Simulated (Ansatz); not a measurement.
## SiHBr (SMILES [SiH]Br): the vertical energy of the triplet above the singlet, rung by rung

SiHBr: 3 atoms, total charge 0, spin state singlet. As SMILES, `[SiH]Br`. Geometry: relaxed at PBE0-D4/def2-TZVP.

```xyz
3

Si   -0.6247    0.5219   -0.2961
Br    1.3409    0.4015    0.7814
H    -0.7271   -0.9883   -0.4986
```

Quantity: the vertical energy of the triplet above the singlet, in eV. The values are calculated.

```csv
level,kind,program,value (eV),less FCI/STO-3G,CPU time (all runs)
HF/STO-3G,Hartree–Fock,Ansatz,1.48,-0.40,0.44 s
SVWN5/STO-3G,LDA,Ansatz,2.12,+0.24,2 s
r2SCAN/STO-3G,meta-GGA,Ansatz,1.91,+0.03,8.4 s
CAM-B3LYP/STO-3G,range-separated hybrid,Ansatz,2.05,+0.17,3.6 s
B2PLYP/STO-3G,double hybrid,Ansatz,2.05,+0.17,3.6 s
RPA@PBE/STO-3G,RPA,Ansatz,2.13,+0.25,4.2 s
BCCD(T)/STO-3G,coupled cluster or CI,Ansatz,1.88,0.00,0.93 s
CCSDT/STO-3G,coupled cluster or CI,Ansatz,1.88,0.00,1.5 s
FCI/STO-3G,exact in the basis,Ansatz,1.88,0.00,1.2 s
```

FCI/STO-3G is exact within its basis and frozen core, so for wave-function methods in that basis the difference is their error; functionals converge differently with the basis, so for them it is only a difference. All-electron rows without a relativistic Hamiltonian named are non-relativistic. Spin-orbit coupling, which can split open shells on such heavy atoms by tenths of an eV, is left out. The values span 1.48 to 2.13 eV. All rows use very small basis sets, so none should be taken for the real molecule's value. In the correlated wave-function rows the outer d shell of Br is correlated, in sets not made for it. In so small a basis fixed costs decide the times, and correlated methods can beat functionals. CPU times are rough (shared hosts, several kinds of processor and program).
